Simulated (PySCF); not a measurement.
C8H11N, SMILES Nc1ccc(cc1)CC (GFN2-xTB optimised geometry):

```
20

C      1.761    -2.882     1.491
C      1.496    -2.461     0.044
C      0.724    -1.173     0.000
C     -0.665    -1.173     0.000
C     -1.379     0.008     0.000
C     -0.718     1.235     0.006
N     -1.429     2.421     0.081
C      0.676     1.239     0.006
C      1.380     0.052     0.006
H      0.821    -3.017     2.022
H      2.315    -3.818     1.523
H      2.337    -2.118     2.006
H      2.449    -2.340    -0.475
H      0.931    -3.248    -0.462
H     -1.197    -2.114    -0.007
H     -2.461    -0.010    -0.004
H     -2.389     2.378    -0.222
H     -0.939     3.248    -0.218
H      1.203     2.183     0.007
H      2.461     0.076     0.003
```

Computed with PBE0/def2-SVP (PySCF 2.14.0).

Q: What are the frontier orbital energies and the dipole moment?

A: HOMO-2 -8.46 eV, HOMO-1 -7.03 eV, HOMO -5.57 eV, LUMO 0.19 eV, LUMO+1 0.71 eV; dipole moment 1.60 D.

Meta-Löwdin charges at PBE0/def2-SVP: C1 -0.29, C2 -0.17, C3 -0.01, C4 -0.11, C5 -0.16, C6 0.12, N7 -0.41, C8 -0.16, C9 -0.11, H10 0.10, H11 0.09, H12 0.10, H13 0.09, H14 0.09, H15 0.10, H16 0.10, H17 0.22, H18 0.22, H19 0.10, H20 0.10.
